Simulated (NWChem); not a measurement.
System: C2H4F2OSi; SMILES O=C[Si@@H](F)CF

Input file for NWChem:

```
start job
memory heap 200 mb stack 900 mb global 1100 mb
geometry units angstroms noautosym nocenter noautoz
  O     -1.211769     2.114807    -0.047021
  C     -0.050700     1.807206     0.089850
  Si     0.467629     0.009038    -0.351997
  F      1.950810    -0.270648     0.257944
  C     -0.823922    -1.124943     0.423311
  F     -0.753572    -2.395671    -0.101021
  H      0.697088     2.561163     0.462025
  H      0.527493    -0.162289    -1.827756
  H     -1.821994    -0.691831     0.226220
  H     -0.699282    -1.170935     1.520427
end
basis spherical
  * library pcsseg-1
end
dft
  xc kt2
  iterations 150
end
property
  shielding
  efieldgrad
end
task dft property
```

Parts of the log:

```
             Northwest Computational Chemistry Package (NWChem) 7.3.0
             --------------------------------------------------------

                             Geometry "geometry" -> ""
                             -------------------------

 Output coordinates in angstroms (scale by  1.889725989 to convert to a.u.)

  No.       Tag          Charge          X              Y              Z
 ---- ---------------- ---------- -------------- -------------- --------------
    1 O                    8.0000    -1.21176900     2.11480700    -0.04702100
    2 C                    6.0000    -0.05070000     1.80720600     0.08985000
    3 Si                  14.0000     0.46762900     0.00903800    -0.35199700
    4 F                    9.0000     1.95081000    -0.27064800     0.25794400
    5 C                    6.0000    -0.82392200    -1.12494300     0.42331100
    6 F                    9.0000    -0.75357200    -2.39567100    -0.10102100
    7 H                    1.0000     0.69708800     2.56116300     0.46202500
    8 H                    1.0000     0.52749300    -0.16228900    -1.82775600
    9 H                    1.0000    -1.82199400    -0.69183100     0.22622000
   10 H                    1.0000    -0.69928200    -1.17093500     1.52042700

 Effective nuclear repulsion energy (a.u.)     294.3024418940

                              NWChem Property Module
                              ----------------------

  itol2e modified to match energy
  convergence criterion.

                                 NWChem DFT Module
                                 -----------------

 Summary of "ao basis" -> "ao basis" (spherical)
 ------------------------------------------------------------------------------
       Tag                 Description            Shells   Functions and Types
 ---------------- ------------------------------  ------  ---------------------
 O                          pcsseg-1                 7       17   3s3p1d
 C                          pcsseg-1                 7       17   3s3p1d
 Si                         pcsseg-1                10       24   4s5p1d
 F                          pcsseg-1                 7       17   3s3p1d
 H                          pcsseg-1                 3        5   2s1p

  itol2e modified to match energy
  convergence criterion.

            General Information
            -------------------
          SCF calculation type: DFT
          Wavefunction type:  closed shell.
          No. of atoms     :    10
          No. of electrons :    56
           Alpha electrons :    28
            Beta electrons :    28
          Charge           :     0
          Spin multiplicity:     1
          Use of symmetry is: off; symmetry adaption is: off
          Maximum number of iterations: 150
          AO basis - number of functions:   129
                     number of shells:    57
          Convergence on energy requested:  1.00D-07
          Convergence on density requested:  1.00D-05
          Convergence on gradient requested:  5.00D-04

              XC Information
              --------------
                          KT2 Method XC Functional
                        Slater Exchange Functional  1.072 local
                           KT1 gradient correction  1.000 non-local
            Perdew 1991 LDA Correlation Functional  0.577 local

             Grid Information
             ----------------
          Grid used for XC integration:  fine
          Radial quadrature: Mura-Knowles
          Angular quadrature: Lebedev.
          Tag              B.-S. Rad. Rad. Pts. Rad. Cut. Ang. Pts.
          ---              ---------- --------- --------- ---------
          O                   0.60       70          11.0       590
          C                   0.70       70          11.0       590
          Si                  1.10      123          10.0       770
          F                   0.50       70          13.0       590
          H                   0.35       60          11.0       590
          Grid pruning is: on
          Number of quadrature shells:   713
          Spatial weights used:  Erf1

      Superposition of Atomic Density Guess
      -------------------------------------

 Sum of atomic energies:        -639.59202234

      Non-variational initial energy
      ------------------------------

 Total energy =    -641.545962
 1-e energy   =   -1470.210407
 2-e energy   =     534.362003
 HOMO         =      -0.275460
 LUMO         =      -0.069772

   convergence    iter        energy       DeltaE   RMS-Dens  Diis-err
 ---------------- ----- ----------------- --------- --------- ---------
 d= 0,ls=0.0,diis     1   -650.3499637747 -9.45D+02  1.67D-02  1.55D+00
 d= 0,ls=0.0,diis     2   -649.6302642502  7.20D-01  1.16D-02  8.57D+00
 d= 0,ls=0.0,diis     3   -650.5023640348 -8.72D-01  2.94D-03  2.04D-01
 d= 0,ls=0.0,diis     4   -650.5061800154 -3.82D-03  1.63D-03  1.55D-01
 d= 0,ls=0.0,diis     5   -650.5203880751 -1.42D-02  3.66D-04  5.55D-03
  Resetting Diis
 d= 0,ls=0.0,diis     6   -650.5207848108 -3.97D-04  9.25D-05  2.95D-04
 d= 0,ls=0.0,diis     7   -650.5208161470 -3.13D-05  5.22D-05  2.44D-05
 d= 0,ls=0.0,diis     8   -650.5208110449  5.10D-06  3.11D-05  8.74D-05
 d= 0,ls=0.0,diis     9   -650.5208182443 -7.20D-06  5.96D-06  1.87D-06
 d= 0,ls=0.0,diis    10   -650.5208184112 -1.67D-07  2.31D-06  2.17D-07
 d= 0,ls=0.0,diis    11   -650.5208184352 -2.40D-08  2.64D-07  2.39D-09

         Total DFT energy =     -650.520818435198
      One electron energy =    -1475.076261233352
           Coulomb energy =      600.771365400238
    Exchange-Corr. energy =      -70.518364496046
 Nuclear repulsion energy =      294.302441893962

 Numeric. integr. density =       55.999998406094

                       DFT Final Molecular Orbital Analysis
                       ------------------------------------

 Vector   26  Occ=2.000000D+00  E=-3.119780D-01
              MO Center= -8.5D-01, -1.8D+00,  2.0D-01, r^2= 1.6D+00
   Bfn.  Coefficient  Atom+Function         Bfn.  Coefficient  Atom+Function
  ----- ------------  ---------------      ----- ------------  ---------------
   101      0.297502   6 F  pz              104      0.282352   6 F  pz
    99      0.263240   6 F  px              120      0.253955   9 H  s
   125     -0.250228  10 H  s               102      0.247976   6 F  px
    98      0.162551   6 F  pz               96      0.143615   6 F  px
    84     -0.140266   5 C  pz               82     -0.123089   5 C  px

 Vector   27  Occ=2.000000D+00  E=-2.825050D-01
              MO Center= -4.0D-01, -1.0D+00, -2.9D-02, r^2= 3.1D+00
   Bfn.  Coefficient  Atom+Function         Bfn.  Coefficient  Atom+Function
  ----- ------------  ---------------      ----- ------------  ---------------
    99      0.233451   6 F  px              102      0.225859   6 F  px
    37     -0.200210   3 Si s                82     -0.186987   5 C  px
    50     -0.183202   3 Si pz              115      0.177619   8 H  s
   101     -0.170757   6 F  pz               48      0.165570   3 Si px
   104     -0.164708   6 F  pz              125      0.151470  10 H  s

[...]

          -----------------------------------------
          Chemical Shielding Tensors (GIAO, in ppm)
          -----------------------------------------

                                NWChem CPHF Module
                                ------------------

  scftype          =     RHF
  nclosed          =       28
  nopen            =        0
  variables        =     2828
  # of vectors     =        3
  tolerance        = 0.10D-03
  level shift      = 0.00D+00
  max iterations   =       50
  max subspace     =       30

 SCF residual:    1.7266329452039973E-005

Iterative solution of linear equations
  No. of variables     2828
  No. of equations        3
  Maximum subspace       30
        Iterations       50
       Convergence  1.0D-04

   iter   nsub   residual    time
   ----  ------  --------  ---------
     1      3    1.11D-05      89.8

      Atom:    1  O
        Diamagnetic
    416.5263     -6.5840      2.2363
     -6.5840    393.2644     -2.7258
      2.2363     -2.7258    396.0847

        Paramagnetic
  -1824.0531    239.2644   -299.9937
    239.2644   -860.1519   -212.1665
   -299.9937   -212.1665   -116.7213

        Total Shielding Tensor
  -1407.5268    232.6804   -297.7573
    232.6804   -466.8876   -214.8923
   -297.7573   -214.8923    279.3634

           isotropic =    -531.6836
          anisotropy =   -1446.4930

          Principal Components and Axis System
                 1           2           3
            -1496.0123   -503.4791    404.4405

      1         0.9717      0.1395     -0.1908
      2        -0.1905      0.9401     -0.2828
      3         0.1399      0.3111      0.9400

      Atom:    2  C
        Diamagnetic
    264.7009     -6.2873      2.7743
     -6.2873    258.7024      3.4116
      2.7743      3.4116    242.4076

        Paramagnetic
   -397.3711     -2.9686    -47.4870
     -2.9686   -319.1189    -47.4949
    -47.4870    -47.4949   -183.2957

        Total Shielding Tensor
   -132.6702     -9.2559    -44.7126
     -9.2559    -60.4165    -44.0833
    -44.7126    -44.0833     59.1118

           isotropic =     -44.6583
          anisotropy =    -153.4597

          Principal Components and Axis System
                 1           2           3
             -146.9648     81.0577    -68.0678

      1         0.9399     -0.1848     -0.2872
      2         0.2294     -0.2813      0.9318
      3         0.2530      0.9416      0.2220

      Atom:    3  Si
        Diamagnetic
    884.7998     -1.0181      1.0899
     -1.0181    884.5019     -0.1924
      1.0899     -0.1924    876.6300

        Paramagnetic
   -435.2368     -3.6729     19.9667
     -3.6729   -569.8915    -47.9175
     19.9667    -47.9175   -510.3439

        Total Shielding Tensor
    449.5631     -4.6910     21.0566
     -4.6910    314.6105    -48.1100
     21.0566    -48.1100    366.2861

           isotropic =     376.8199
          anisotropy =     119.7338

          Principal Components and Axis System
                 1           2           3
              456.6424    388.2652    285.5520

      1         0.9482     -0.3147     -0.0423
      2        -0.1295     -0.5049      0.8534
      3         0.2899      0.8037      0.5196

      Atom:    4  F
        Diamagnetic
    489.1543     -4.3500      9.4803
     -4.3500    466.6193     -1.7649
      9.4803     -1.7649    465.3586

        Paramagnetic
   -102.7237     16.0886      6.4267
     16.0886    -98.5622     -0.0672
      6.4267     -0.0672    -87.2898

        Total Shielding Tensor
    386.4306     11.7385     15.9070
     11.7385    368.0571     -1.8321
     15.9070     -1.8321    378.0689

           isotropic =     377.5189
          anisotropy =      35.0341

          Principal Components and Axis System
                 1           2           3
              400.8749    374.1880    357.4936

      1         0.8022     -0.2469     -0.5436
      2         0.2569     -0.6792      0.6875
      3         0.5389      0.6912      0.4815

      Atom:    5  C
        Diamagnetic
    245.6879      3.1545     -1.9079
      3.1545    260.4615      3.1873
     -1.9079      3.1873    244.1596

        Paramagnetic
   -167.6241     -2.5366     -5.1515
     -2.5366   -103.7629     26.5651
     -5.1515     26.5651   -163.8566

        Total Shielding Tensor
     78.0638      0.6179     -7.0593
      0.6179    156.6986     29.7523
     -7.0593     29.7523     80.3031

           isotropic =     105.0218
          anisotropy =      92.8945

          Principal Components and Axis System
                 1           2           3
              166.9515     81.9987     66.1153

      1        -0.0193      0.8660      0.4997
      2         0.9451      0.1789     -0.2734
      3         0.3261     -0.4670      0.8219

      Atom:    6  F
        Diamagnetic
    463.6704      0.1090     -2.4271
      0.1090    490.5036     10.7764
     -2.4271     10.7764    466.7106

        Paramagnetic
      7.4475     -0.9566     29.6913
     -0.9566    -51.9560    -41.2314
     29.6913    -41.2314     21.0824

        Total Shielding Tensor
    471.1179     -0.8477     27.2642
     -0.8477    438.5476    -30.4551
     27.2642    -30.4551    487.7930

           isotropic =     465.8195
          anisotropy =      75.9959

          Principal Components and Axis System
                 1           2           3
              516.4834    459.8208    421.1543

      1         0.4922      0.8336     -0.2506
      2        -0.3215      0.4416      0.8376
      3         0.8090     -0.3317      0.4854

      Atom:    7  H
        Diamagnetic
     31.2248      6.7698      4.1671
      6.7698     32.3975      4.4409
      4.1671      4.4409     22.2423

        Paramagnetic
    -16.4111     -7.2487     -5.5820
     -7.2487     -8.8821     -3.8971
     -5.5820     -3.8971     -2.1395

        Total Shielding Tensor
     14.8137     -0.4789     -1.4149
     -0.4789     23.5154      0.5438
     -1.4149      0.5438     20.1029

           isotropic =      19.4773
          anisotropy =       6.2695

          Principal Components and Axis System
                 1           2           3
               23.6570     20.3283     14.4467

      1        -0.0823     -0.2276      0.9703
      2         0.9797     -0.1969      0.0369
      3         0.1826      0.9536      0.2392

      Atom:    8  H
        Diamagnetic
     22.0569     -0.0725     -1.2506
     -0.0725     23.1719      1.7370
     -1.2506      1.7370     36.6661

        Paramagnetic
      3.1909      0.1415      1.6881
      0.1415     -0.5122     -2.3636
      1.6881     -2.3636     -6.8467

        Total Shielding Tensor
     25.2478      0.0691      0.4375
      0.0691     22.6598     -0.6266
      0.4375     -0.6266     29.8194

           isotropic =      25.9090
          anisotropy =       6.0066

          Principal Components and Axis System
                 1           2           3
               29.9134     25.2126     22.6010

      1         0.0918      0.9949     -0.0407
      2        -0.0848      0.0485      0.9952
      3         0.9922     -0.0879      0.0889

      Atom:    9  H
        Diamagnetic
     36.4819     -4.1837      0.8333
     -4.1837     29.2434     -0.5460
      0.8333     -0.5460     20.5798

        Paramagnetic
     -9.0746      1.8009     -1.9799
      1.8009      0.1551      1.9630
     -1.9799      1.9630      2.5036

        Total Shielding Tensor
     27.4073     -2.3828     -1.1466
     -2.3828     29.3985      1.4170
     -1.1466      1.4170     23.0833

           isotropic =      26.6297
          anisotropy =       7.1291

          Principal Components and Axis System
                 1           2           3
               31.3825     25.8290     22.6778

      1        -0.5469      0.8214      0.1618
      2         0.8095      0.5681     -0.1483
      3         0.2138     -0.0498      0.9756

      Atom:   10  H
        Diamagnetic
     22.2937      1.4448     -0.3528
      1.4448     25.5141     -0.5970
     -0.3528     -0.5970     38.6542

        Paramagnetic
      1.8700     -0.9428     -1.0190
     -0.9428      1.9117      3.1926
     -1.0190      3.1926    -11.0403

        Total Shielding Tensor
     24.1637      0.5020     -1.3717
      0.5020     27.4258      2.5956
     -1.3717      2.5956     27.6138

           isotropic =      26.4011
          anisotropy =       5.6815

          Principal Components and Axis System
                 1           2           3
               30.1888     25.8764     23.1382

      1        -0.1114      0.5853      0.8031
      2         0.6696      0.6414     -0.3745
      3         0.7343     -0.4961      0.4634
```

Level: KT2/pcSseg-1, GIAO. Coordinates come from a PBE0/def2-SVP optimisation. NWChem prints the field gradient with the sign opposite to the second derivative of the potential. The printed shielding anisotropy is the first printed principal value minus the mean of the other two.
